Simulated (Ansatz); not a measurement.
Wavefunction ladder for C$_{2}$H$_{3}$BrSi, SMILES `BrC1=C[SiH2]1`

```xyz
7

Br    0.198    2.714   -0.341
C     0.029    0.869   -0.146
C    -0.693   -0.080   -0.726
Si    0.395   -0.744    0.575
H    -1.436   -0.147   -1.509
H    -0.134   -1.137    1.902
H     1.641   -1.474    0.245
```

Total charge 0; spin multiplicity 1. Correlated methods include outer-core shells of Br, which these sets cover unevenly. Scalar relativity is left out up to krypton. The geometry is a stationary point of PBE0-D4/def2-TZVP. Frozen core, restricted reference, Ansatz.

| basis | HF (Eh) | MP2 corr. | CCSD corr. | (T) | CCSD(T) total |
| --- | --- | --- | --- | --- | --- |
| def2-SVP | ? | ? | ? | -0.02179 | ? |
| def2-TZVPP | ? | -0.70485 | -0.73040 | -0.03366 | ? |
| def2-QZVPP | -2938.85308 | -1.05064 | – | – | – |

**Question.** Fill in the withheld values. (An estimate is asked.)

**Answer.** Computed: def2-SVP HF (Eh): -2938.28304; def2-SVP MP2 corr.: -0.58345; def2-SVP CCSD corr.: -0.61106; def2-SVP CCSD(T) total: -2938.91589; def2-TZVPP HF (Eh): -2938.79145; def2-TZVPP CCSD(T) total: -2939.55551.
